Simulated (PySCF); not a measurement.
Task: What does the PBE0-D3(BJ)/def2-SVP structure of InChI=1S/C4H4F4Se/c5-1-2-9-3-4(6,7)8/h1-2H,3H2/b2-1- look like in three dimensions?

Result: 
```xyz
13
C4H4F4Se angstrom
F      3.5224    0.8861   -0.2141
C      2.8156   -0.2265   -0.0549
C      1.4966   -0.2693   -0.2265
Se     0.4922    1.2368   -0.7752
C     -1.1752    0.7579    0.1028
C     -1.9971   -0.2872   -0.6104
F     -2.3563    0.1013   -1.8303
F     -1.3379   -1.4470   -0.7319
F     -3.1151   -0.5393    0.0794
H      3.4272   -1.0929    0.2129
H      0.9716   -1.2190   -0.1141
H     -0.9762    0.4208    1.1286
H     -1.7721    1.6792    0.1543
```

Any rigid rotation of these coordinates is as good. Atoms count from 1 in this order. The 2 C–Se bonds span 1.892 Å (C3–Se4, drawn single) to 1.944 Å (Se4–C5, drawn single), a spread of 0.052 Å. The C–C distances run from 1.331 Å (C2=C3, drawn double) to 1.509 Å (C5–C6, drawn single), a spread of 0.178 Å. Of the pairs four or more bonds apart, F8···H11 is among the closest relative to their van der Waals radii: 2.40 Å, 90 % of the sum of Bondi's values.

Bonds between heavy atoms (Å): F1–C2 1.328, C2=C3 1.331, C3–Se4 1.892, Se4–C5 1.944, C5–C6 1.509, C6–F7 1.330, C6–F8 1.340, C6–F9 1.338.

The calculation used PBE0-D3(BJ)/def2-SVP geometry optimisation, gas phase (PySCF).

Point group: C1 (no symmetry element, even within 0.4 Å). Stationary, but not proved a minimum. The numbers are those of one conformer (C2–C3–Se4–C5 -151°, C3–Se4–C5–C6 -78°).
